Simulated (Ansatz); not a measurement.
The cluster B₂Mo₂ (the lowest singlet isomer of a short search). Total charge 0; singlet. Geometry r2SCAN-D4/def2-TZVP, basis def2-TZVP, Ansatz.

```
atom   x (Å)   y (Å)   z (Å)
 Mo1  -0.935   0.682  -0.144
 Mo2   0.536  -0.980  -0.334
  B3  -0.515  -0.606   1.306
  B4   0.914   0.904  -0.828
```

| run | HOMO (eV) | LUMO (eV) |
| --- | --- | --- |
| A | -6.59 | -1.60 |
| B | -4.99 | -3.60 |
| C | -7.53 | -0.53 |
| D | -4.90 | -3.11 |
| E | -4.79 | -3.31 |

In the def2 sets Mo takes a core potential; there is no spin–orbit coupling. LC-ωPBE has ω = 0.4 bohr⁻¹. The order of the spin states hangs on the level: the triplet lies 0.12 eV below the singlet at LC-ωPBE/def2-TZVP, but 0.30 eV above it at CAM-B3LYP-D4/def2-TZVP. The structure comes from a short search, and lower isomers may exist.

Problem. The runs used CAM-B3LYP, LC-ωPBE, LDA (SPW92), PBE, r2SCAN. Estimate which is which.

Solution. A CAM-B3LYP (range-separated); B LDA (SPW92) (0 % exact exchange); C LC-ωPBE (range-separated); D r2SCAN (0 % exact exchange); E PBE (0 % exact exchange). Exact exchange lowers occupied and raises empty levels; among semilocal functionals meta-GGAs tend to open the gap a little, and such runs are hard to tell apart. The gap grows from 1.39 eV (LDA (SPW92)) to 7.00 eV (LC-ωPBE).
